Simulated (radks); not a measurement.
Spherical jellium clusters: N electrons in a uniform positive sphere of charge N and radius rs N^(1/3), rs = 2.49 bohr. Calculated with a radial shooting solver with Libxc functionals: non-relativistic Kohn-Sham, PBEsol, spin-polarised, spherical densities. Levels are named by radial order and angular momentum (1s, 1p, 1d, 2s, ...), and open shells are averaged over m.

N = 8, configuration 1s2 1p6. This is the lowest configuration that the search found. Occupied and some empty levels:

level  occupation  eigenvalue (eV)  <r> (bohr)
1s              2          -7.5620       3.393
1p              6          -4.5232       4.380
1d              0          -1.3621       5.665
2s              0          -1.2828       6.501

Energy (eV): total -9.81278, kinetic 28.819, external -397.47, Hartree 189.52, exchange-correlation -40.499, background 209.82.

Electron density:

r (bohr)  n(r) (e/bohr^3)
0.397             0.01164
0.839             0.01269
1.28              0.01417
1.72              0.01565
2.17              0.01667
2.61              0.01684
3.05              0.01597
3.49              0.01412
3.93              0.01157
4.38             0.008759
4.82             0.006141
5.26             0.004026
5.70             0.002510
6.14             0.001509
6.59            0.0008838
7.03            0.0005090
7.47            0.0002903
7.91            0.0001647
8.35           0.00009325
8.80           0.00005268
